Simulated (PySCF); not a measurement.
UHF on Tc³⁺ (technetium, charge +3)

Configuration: [Kr] 4d4, high-spin 5D determinant. Computed with PySCF 2.14 in aug-cc-pwCVDZ-PP with ECP28MDF (6s6p5d3f, 70 functions), with a scalar-relativistic core potential.

```
Total energy                                                  : -78.062181 hartree
One-electron energy                                           : -121.9749 hartree
Hartree (Coulomb) energy                                      : 51.4711 hartree
Exchange energy                                               : -7.5584 hartree
⟨S²⟩                                                          : 6.0023
⟨L²⟩                                                          : 6.027
Sum of ⟨r⟩                                                    : 15.32 bohr
Sum of ⟨r²⟩                                                   : 22.48 bohr²
Traceless quadrupole moment −½Σ⟨3z² − r²⟩ along its main axis : -0.730 e·bohr²
```

```tsv
shell	electrons	mean orbital energy (hartree)	spread (hartree)	rms radius, mean of both spins (bohr)
4s α	1	-4.53716	0	1.13
4s β	1	-4.28010	0	1.13
4p α	3	-3.33008	0.04370	1.25
4p β	3	-3.00072	0.06475	1.25
4d α	4	-1.58496	0.05374	1.62
```

Energies and moments cover only the electrons outside the core potential.
